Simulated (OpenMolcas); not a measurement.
# Pd3+: the spin-orbit constant, worked from levels

- Program: OpenMolcas 26.06
- Basis: ANO-RCC-VQZP [8s7p5d3f2g1h]
- Scalar Hamiltonian: DKH2, point nucleus
- Active space: 7 electrons in 5 orbitals (4d)
- State averaging: 2S+1 = 4 even, 10 roots; 2S+1 = 2 even, 40 roots
- Spin-orbit coupling: state interaction with AMFI integrals over the reference wave functions, term energies averaged over their components

Methods: CASSCF; MS-CASPT2, IPEA 0.25 Eh, imaginary shift 0.1 Eh (closed shells correlated: 4s 4p).

**The spin-orbit constant.** For the Hund term 4F of d7, E(J) = (A/2) J(J+1) + constant and ζ = -2S·A = -3A. From J = 3/2 to J = 9/2 the energy changes by 10.5 A.

```
   Source  E(9/2) - E(3/2)       A     ζ
   CASSCF          -5562.7  -529.8  1589
MS-CASPT2          -5500.8  -523.9  1572
```

All in cm-1. Both methods take the spin-orbit matrix elements from the reference wave functions, so the second can move ζ only through the term energies and any multistate remixing. Second-order mixing with other terms is absorbed into this ζ.

CASPT2 does not keep the components of a term degenerate, so their means are used; among the terms shown or strongly mixed into the levels shown the widest spread is 980 cm-1 (4d7 4F, MS-CASPT2). Without dynamic correlation excited terms often stand tens of per cent too high (terms of higher spin than the ground term too low), and those without a measured partner can miss by more than the paired ones (holds for CASSCF). Levels of configurations outside the active space are missing.
